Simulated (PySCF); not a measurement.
Oscillator strengths, rates and cross-sections

Species: C2H5F5SSi2.
Atom-mapped SMILES: `[F:1][C:2]([F:3])([F:4])[C:5]([F:6])([F:7])[SiH2:8][S:9][SiH3:10]` (hydrogens: H11, H12 on Si8; H13, H14, H15 on Si10)

Method: PySCF, TDDFT wB97X-D/def2-SVPD, vertical, gas phase, core orbitals frozen in the response. Isolated species at its PBE0-D3(BJ)/def2-SVP geometry (one conformer only). Torsions of this conformer, `[F:1][C:2]([F:3])([F:4])[C:5]([F:6])([F:7])[SiH2:8][S:9][SiH3:10]`: F1–C2–C5–F6 63°, C2–C5–Si8–S9 179°, C5–Si8–S9–Si10 65°.

A / s⁻¹ = 0.6670 f (ν̃ / cm⁻¹)² and τ = 1/A in vacuum; |μ| follows from f = (2/3) ΔE |μ|² (atomic units, 1 au = 2.5417 D); ∫σ dE = 109.76 f Mb·eV.

The rates are for emission to S0 at the absorption energy, with no other channel.

Energies and rates of the computed singlets with f of 0.002 or more:

```json
{"state": "S1", "E (eV)": "6.17", "A (s⁻¹)": "3.28×10⁷"}
{"state": "S3", "E (eV)": "6.87", "A (s⁻¹)": "1.26×10⁷"}
{"state": "S4", "E (eV)": "7.34", "A (s⁻¹)": "8.81×10⁷"}
{"state": "S5", "E (eV)": "7.56", "A (s⁻¹)": "1.40×10⁸"}
{"state": "S6", "E (eV)": "7.71", "A (s⁻¹)": "5.04×10⁷"}
{"state": "S7", "E (eV)": "8.00", "A (s⁻¹)": "1.03×10⁷"}
{"state": "S8", "E (eV)": "8.06", "A (s⁻¹)": "3.74×10⁷"}
{"state": "S9", "E (eV)": "8.21", "A (s⁻¹)": "9.88×10⁷"}
{"state": "S10", "E (eV)": "8.35", "A (s⁻¹)": "1.17×10⁷"}
```

Which f and |μ| stand behind these rates?

f = A / (0.6670 ν̃²), and |μ| follows from f:

| state | f | \|μ\| (D) | τ | main configurations (H = HOMO, L = LUMO) |
| --- | --- | --- | --- | --- |
| S1 | 0.020 | 0.92 | 30 ns | H→L (95%) |
| S3 | 0.0062 | 0.49 | 79 ns | H→L+2 (74%), H→L+3 (12%) |
| S4 | 0.038 | 1.16 | 11 ns | H→L+4 (48%), H→L+3 (32%) |
| S5 | 0.057 | 1.40 | 7.1 ns | H-1→L (75%), H→L+3 (11%) |
| S6 | 0.020 | 0.82 | 20 ns | H→L+3 (34%), H→L+4 (33%), H-1→L (15%) |
| S7 | 0.0037 | 0.35 | 98 ns | H→L+5 (69%), H-3→L (10%) |
| S8 | 0.013 | 0.66 | 27 ns | H-1→L+1 (43%), H-2→L (35%) |
| S9 | 0.034 | 1.04 | 10 ns | H-1→L+2 (29%), H-3→L (18%), H-2→L (16%) |
| S10 | 0.0039 | 0.35 | 85 ns | H→L+6 (32%), H-1→L+2 (21%), H→L+8 (9%) |

What is the integrated cross-section of all computed states together?

Σf = 0.195 over S1 to S10, so 109.76 × Σf ≈ 21.4 Mb·eV.

Which computed singlets stay under f = 0.002?

S2 (6.50 eV, f 0.0005).

How much energy does a mole of photons resonant with S5 carry?

7.564 eV × 96.485 = 730 kJ/mol (174 kcal/mol).

The vertical ionisation energy (ΔSCF) is 9.95 eV, 1.60 eV above S10.
